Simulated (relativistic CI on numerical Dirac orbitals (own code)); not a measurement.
**Ta4+: 4d photoemission**

Computed with this model: Dirac-Coulomb-Breit CI, KLI orbitals optimised for each configuration, model QED (radiative potential, 1s self-energy scaled to tabulated hydrogen-like ionisation energies), valence Slater integrals scaled by 0.9, multiplet model of photoemission in the sudden approximation; configurations [Xe] 4f14 5d → [Kr] 4d9 4f14 5s2 5p6 5d; 80 K; Lorentzian 4.9 eV and Gaussian 0.6 eV FWHM. Energies are those of the free ion, without screening or charge transfer. The energies are binding energies and can lie tens of eV above those of solids. S is read from ⟨S²⟩ = S(S + 1).

Computed curve for free ion, scaled to 100 at the maximum (points under 2 are left out and the grid is thinned):

Energy (eV), Intensity and a bar:
```
    264.0        2.0 
    265.2        2.3 
    266.4        2.6 
    267.6        2.9 
    268.8        3.4 
    270.4        4.2 #
    271.6        5.0 #
    272.8        6.0 #
    274.0        7.4 ##
    275.2        9.5 ##
    276.4       12.4 ###
    277.6       17.1 #####
    278.8       24.6 #######
    280.0       37.7 ###########
    281.2       59.9 ##################
    282.8       96.0 ##############################
    284.0       95.5 ##############################
    285.2       69.6 ######################
    286.4       46.2 ##############
    287.6       32.9 ##########
    288.8       26.6 ########
    290.0       25.3 #######
    291.2       28.6 ########
    292.4       38.0 ############
    293.6       54.2 #################
    295.2       66.2 ####################
    296.4       53.1 ################
    297.6       36.5 ###########
    298.8       25.2 #######
    300.0       17.5 #####
    301.2       12.3 ###
    302.4        9.1 ##
    303.6        7.0 ##
    304.8        5.6 #
    306.0        4.6 #
    307.6        3.6 #
    308.8        3.1 
    310.0        2.7 
    311.2        2.3 
    312.4        2.1
```

The ground state has S = 0.50, and the centroid lies at 288.08 eV.
